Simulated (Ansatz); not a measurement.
C₆H₃ClTi, SMILES `C#[C][Ti]([Cl])([C]#C)[C]#C` from Hartree–Fock to CCSD(T)

```xyz
11

C     2.242   -1.045   -1.758
C     1.184   -0.797   -1.213
Ti   -0.547   -0.373   -0.298
Cl   -2.178   -1.491   -1.191
C    -0.359   -0.829    1.643
C    -0.233   -1.102    2.821
C    -0.874    1.597   -0.454
C    -1.062    2.794   -0.546
H     3.172   -1.261   -2.235
H    -0.120   -1.339    3.856
H    -1.224    3.846   -0.625
```

Charge 0, multiplicity 1. Correlated methods include outer-core shells of Ti, which these sets cover unevenly. Scalar relativity is left out up to krypton. All single points use the PBE0-D4/def2-TZVP geometry. Frozen core, restricted reference, the Gaussian-basis code of Ansatz.

```json
{"basis": "def2-SVP", "HF (Eh)": "-1536.27904", "MP2 corr.": "-1.18843"}
{"basis": "def2-TZVPP", "HF (Eh)": "-1536.82820", "MP2 corr.": "-1.50844"}
{"basis": "def2-QZVPP", "HF (Eh)": "-1536.86433", "MP2 corr.": "-1.61755"}
```

Q: Estimate the CCSD correlation energy and the (T) correction in each basis where they were run (hartree).

A: 
```csv
basis,CCSD corr.,(T)
def2-SVP,-1.21680,-0.06961
```
